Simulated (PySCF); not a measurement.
# Löwdin shares of the frontier orbitals

C₆H₂FNO₂.
Atom-mapped SMILES: `[N:1]#[C:2][c:3]1[cH:4][o:5][c:6]([C:7](=[O:8])[F:9])[cH:10]1` (hydrogens: H11 on C4; H12 on C10)

Structure used (GFN2-xTB), in Å, numbered top down from 1:
```
atom  x, y, z in Å
N1    -3.181    1.830   -0.833
C2    -2.284    1.207   -0.492
C3    -1.171    0.448   -0.084
C4    -1.140   -0.536    0.883
O5     0.077   -1.039    1.005
C6     0.876   -0.397    0.121
C7     2.280   -0.760    0.044
O8     2.893   -1.565    0.653
F9     2.901    0.001   -0.907
C10    0.152    0.538   -0.582
H11   -1.918   -0.926    1.511
H12    0.515    1.195   -1.346
```

Computed with TDDFT CAM-B3LYP/def2-SVPD, vertical, gas phase, core orbitals frozen in the response in PySCF 2.14.0, density-fitted response routines.

Frontier orbitals with the atoms that hold most of them (Löwdin shares over 4%, at most four atoms; ? is withheld):

```csv
orbital,ε (eV),atoms
LUMO+2,0.79,"C4 16%, C2 14%, C10 13%, C7 12%"
LUMO+1,-0.37,"N1 18%, C3 18%, C4 16%, C2 15%"
LUMO,-1.60,?
HOMO,?,?
HOMO-1,-10.80,"C10 26%, O5 16%, N1 16%, C3 13%"
HOMO-2,-11.29,"O8 66%, F9 11%, C7 9%, C6 5%"
HOMO-3,-11.89,"N1 44%, C2 36%, C3 6%, O8 4%"
```

Question: Which atoms hold the HOMO, and with what shares?

Answer: C4 (bonded to C, O and H) 23%; C6 (bonded to 2 C and O) 22%; C3 (bonded to 3 C) 15%; N1 (bonded to C) 9%. By element: carbon 60% or more, nitrogen 9%.

Question: Give the leading atoms of the LUMO.

Answer: C7 (bonded to C, F and O) 17%; O8 (bonded to C) 16%; C10 (bonded to 2 C and H) 14%; C4 (bonded to C, O and H) 14%. By element: carbon 46% or more, oxygen 16% or more.

Question: What is the HOMO energy, and the HOMO–LUMO gap?

Answer: ε(HOMO) = -9.62 eV; the gap is 8.02 eV (0.2946 hartree).

Question: How does S1 compare with the orbital gap of 8.02 eV?

Answer: S1 is at 5.34 eV (f = 0.305), 2.67 eV below the gap, made of HOMO→LUMO (96%). Without the coupling terms of the response equations the lowest excitation would equal the gap.

Question: One configuration dominates each of S1, S2 and S7. Which, and how do the shares of the two leading atoms of either orbital change from the occupied to the empty one?

Answer: 
- S1 (5.34 eV, f 0.305), HOMO→LUMO (96%): C4 23% → 14%, C6 22% → at most 15%, C7 at most 9% → 17%, O8 at most 9% → 16%
- S2 (5.44 eV, f 0.0001), HOMO-2→LUMO (85%): O8 66% → 16%, F9 11% → at most 15%, C7 9% → 17%
- S7 (7.28 eV, f 0.070), HOMO-1→LUMO+1 (78%): C10 26% → at most 16%, O5 16% → at most 16%, N1 16% → 18%, C3 13% → 18%

Time: 99 s wall. Hardware: one thread of an Arm Neoverse N1 (shared host).

One conformer stands for the species.
